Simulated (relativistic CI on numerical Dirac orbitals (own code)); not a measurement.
Calculated at this level of theory: Dirac-Coulomb-Breit CI, separate exchange-only KLI orbitals for each configuration, model QED (radiative potential, 1s self-energy scaled to tabulated hydrogen-like ionisation energies), unscaled Slater integrals (own radial code, finite nucleus).

Configuration list (outside the closed core [Ne]): 3s2.3p5, 3s2.3p4.3d, 3s.3p6, 3s.3p5.3d, 3s.3p4.3d2, 3p6.3d, 3s2.3p3.3d.4p, 3s2.3p4.4s, 3s.3p4.3d.4s, 3p6.4s, 3p6.4p, 3s2.3p4.4p, 3s2.3p4.4d, 3s.3p5.4s, 3s2.3p4.4f, 3p5.3d.4p, 3s.3p5.4p, 3s.3p5.4d, 3s.3p5.4f, 3s2.3p4.5s, 3s2.3p4.5p, 3s2.3p3.4s.4p, 3s2.3p4.5d, 3s2.3p4.5f, 3s2.3p4.5g, 3s.3p4.4s2, 3s.3p5.5s, 3s.3p5.5p, 3s2.3p3.3d2, 3s2.3p2.3d3, 3s.3p3.3d3, 3s2.3p2.3d2.4s, 3s2.3p2.3d2.4p, 3s2.3p2.3d2.4d, 3p5.3d2, 3p4.3d3, 3p4.3d2.4s, 3p4.3d2.4p, 3p4.3d2.4d, 3s2.3p3.3d.4s, 3s.3p3.3d2.4s, 3s2.3p2.3d.4s2, 3s2.3p2.3d.4s.4p, 3s2.3p2.3d.4s.4d, 3p5.3d.4s, 3p4.3d.4s2, 3p4.3d.4s.4p, 3p4.3d.4s.4d, 3s2.3p3.4s2, 3s.3p3.3d.4s2, 3s2.3p2.4s2.4p, 3s2.3p2.4s2.4d, 3s2.3p3.4p2, 3s2.3p2.3d.4p2, 3s.3p3.3d.4p2, 3s2.3p2.4s.4p2, 3s2.3p2.4p3, 3s2.3p2.4p2.4d. Double excitations out of closed p, d and f shells are left out; levels of such configurations are missing from the list, as are those of other unlisted configurations, and high levels can miss mixing partners. These lack a partner that the ground configuration has and come out too high: 3s2.3p4.4f, 3s.3p5.4p, 3s.3p5.4d, 3s.3p5.4f, 3s2.3p4.5s.

At this charge energies of transitions that change n are usually good to better than 1 %, and those within a shell (Δn = 0) to a few per cent.

Outline of the computed level scheme of Au LXIII. Lowest level of each configuration: 3s2.3p5 2P°_3/2 at 0.000 eV; 3s2.3p4.3d 4D_3/2 at 256.951 eV; 3s2.3p3.3d2 4F°_3/2 at 530.059 eV; 3s.3p6 2S_1/2 at 691.978 eV.

Some strong electric-dipole decays among the lowest 45 levels: 3s2.3p4.3d 2P_3/2 → 3s2.3p5 2P°_3/2 (5.1e+12 s⁻¹); 3s2.3p4.3d 2D_5/2 → 3s2.3p5 2P°_3/2 (5.0e+12 s⁻¹); 3s.3p6 2S_1/2 → 3s2.3p5 2P°_3/2 (2.2e+12 s⁻¹); 3s2.3p4.3d 2D_5/2 → 3s2.3p5 2P°_3/2 (9.6e+11 s⁻¹); 3s2.3p3.3d2 2G°_9/2 → 3s2.3p4.3d 2F_7/2 (8.8e+11 s⁻¹); 3s2.3p3.3d2 2G°_7/2 → 3s2.3p4.3d 4D_5/2 (7.1e+11 s⁻¹); 3s2.3p4.3d 2P_3/2 → 3s2.3p5 2P°_3/2 (6.9e+11 s⁻¹); 3s2.3p3.3d2 2P°_1/2 → 3s2.3p4.3d 2D_3/2 (5.8e+11 s⁻¹).

LS names give the leading component of a level, which can be under half, so a name can repeat, a term be missing and a line seem to break the LS rules.
